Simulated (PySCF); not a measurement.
## Ionisation energy of Ba by level of theory

Ba [Xe] 6s2 (1S) → Ba⁺ [Xe] 6s1 (2S), as a difference of total energies. All numbers are calculated (PySCF 2.14, the spin-free X2C one-electron Hamiltonian (Gaussian nucleus), in ANO-RCC-VTZP). Correlated levels: valence: [Xe] frozen. The calculations carry no spin-orbit coupling.

| method | ionisation energy (eV) | error (eV) |
| --- | --- | --- |
| UHF | 4.319 | -0.893 |
| MP2 (valence) | 4.762 | -0.450 |
| SCS-MP2 (valence) | 4.851 | -0.361 |
| CCSD (valence) | 4.960 | -0.252 |

Reference: 5.212 eV (measured; NIST Atomic Spectra Database, ionization energies).

Errors of the correlated levels include the incompleteness of this basis and the frozen core.

With two correlated electrons CCSD is exact in that space.
